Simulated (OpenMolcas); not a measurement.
# Rh²⁺: the spin-orbit constant, worked from levels

```yaml
Program: OpenMolcas
Basis: ANO-RCC-VQZP [8s7p5d3f2g1h]
Scalar_Hamiltonian: DKH2, point nucleus
Active_space: 7 electrons in 10 orbitals (4d 5d)
State_averaging: 2S+1 = 4 even, 10 roots; 2S+1 = 2 even, 40 roots
Spin-orbit_coupling: state interaction with AMFI integrals over the reference wave functions, term energies averaged over their components
```

Methods: CASSCF; MS-CASPT2, IPEA 0.25 Eh, imaginary shift 0.1 Eh (closed shells correlated: 4s 4p). Measured levels: the list in Shadmi, J. Res. Natl. Bur. Stand. 70A, 435 (1966).

**The spin-orbit constant.** For the Hund term ⁴F of d7, E(J) = (A/2) J(J+1) + constant and ζ = -2S·A = -3A. From J = 3/2 to J = 9/2 the energy changes by 10.5 A.

```json
{"Source": "CASSCF", "E(9/2) - E(3/2)": "-4288.1", "A": "-408.4", "ζ": "1225"}
{"Source": "MS-CASPT2", "E(9/2) - E(3/2)": "-4248.3", "A": "-404.6", "ζ": "1214"}
{"Source": "measured", "E(9/2) - E(3/2)": "-4322.0", "A": "-411.6", "ζ": "1235"}
```

All in cm-1. MS-CASPT2 is off by -1.7 % and CASSCF by -0.8 %. Both methods take the spin-orbit matrix elements from the reference wave functions, so the second can move ζ only through the term energies and any multistate remixing. Second-order mixing with other terms is absorbed into this ζ.

CASPT2 breaks the degeneracy within a term, and the mean is taken; among the terms shown or strongly mixed into the levels shown the widest spread is 1200 cm-1 (4d⁷ ⁴F, MS-CASPT2). Active for correlation alone: 5d; no level in the range computed is led by a configuration that fills it, so any true level of that kind is missing. Without dynamic correlation excited terms often stand tens of per cent too high (terms of higher spin than the ground term too low), and those without a measured partner can miss by more than the paired ones (holds for CASSCF). Measured partners are found by configuration, term and J. A level has none where our copy of the source lacks it or the pairing is in doubt (some pairs that miss far off the trend of their configuration count as doubtful), and it then counts in no deviation. Levels of configurations outside the active space are missing.
